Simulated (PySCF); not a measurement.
Correlation energy of Al (aluminium, neutral)

[Ne] 3s2 3p1, 2P determinant. Calculation: PySCF 2.14, in aug-cc-pV(T+d)Z; no relativity, point nucleus. Frozen: [Ne]; 3 electrons correlated.

MP2 pair energies summed by pair of shells (mhartree):

```csv
pair,energy,share (%)
3s-3s,-20.60,57.0
3s-3p,-15.52,43.0
```

Total MP2 correlation energy: -36.12 mhartree.

Same-spin part -2.58 and opposite-spin part -33.54 mhartree; SCS-MP2 scales them by 1/3 and 6/5 to -41.10 mhartree.
